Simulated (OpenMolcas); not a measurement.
What dynamic correlation does to the levels of Hg⁺

```
Program             : OpenMolcas 26.06
Basis               : ANO-RCC-VQZP [9s8p6d4f2g1h]
Scalar Hamiltonian  : DKH2, point nucleus
Active space        : 1 electron in 4 orbitals (6s 6p)
State averaging     : 2S+1 = 2 even, 1 root; 2S+1 = 2 odd, 3 roots
Spin-orbit coupling : state interaction with AMFI integrals over the reference wave functions, term energies averaged over their components
```

Methods on the same reference wave functions:
A. CASSCF
B. SS-CASPT2, IPEA 0.25 Eh, imaginary shift 0.1 Eh (closed shells correlated: 5d)

Energies in eV above 6s ²S_1/2, the measured ground level; measured values from NIST Handbook of Basic Atomic Spectroscopic Data.

```
     Level       A       B  Measured
 6s ²S_1/2  0.0000  0.0000    0.0000
6p ²P°_1/2  6.0052   6.699    6.3835
6p ²P°_3/2  6.8766   7.570    7.5145
```

Deviations, from unrounded energies. A percentage is the sum of absolute deviations over the sum of measured energies, with the sign that they share, or ± where signs differ.

```
           Against measurement  Levels     A     B
mean absolute deviation (cm-1)       2  4100  1500
      other configurations (%)       2  -7.3  +2.7
```

B lies closest to measurement on these levels. The largest miss of B in the table is 6p ²P°_1/2, by +2500 cm-1. The ranking rests on the paired levels alone, and a cruder setting can come out closer through cancelling errors.

The lowest spin-free term lies below A's lowest term by 0.391 hartree in B.

Spin-orbit splittings of 6p shells tend to come out small when the coupling is added on scalar orbitals. With one active electron the reference holds no correlation, so core polarisation is missing (holds for A). With one active electron, CASPT2 adds the correlation within the correlated inactive shells and between them and that electron, and leaves the splitting within a term as the reference gives it (holds for B). Measured partners are found by configuration, term and J. A level has none where our copy of the source lacks it or the pairing is in doubt (some pairs that miss far off the trend of their configuration count as doubtful), and it then counts in no deviation. Levels of configurations outside the active space are missing.

° marks odd parity.
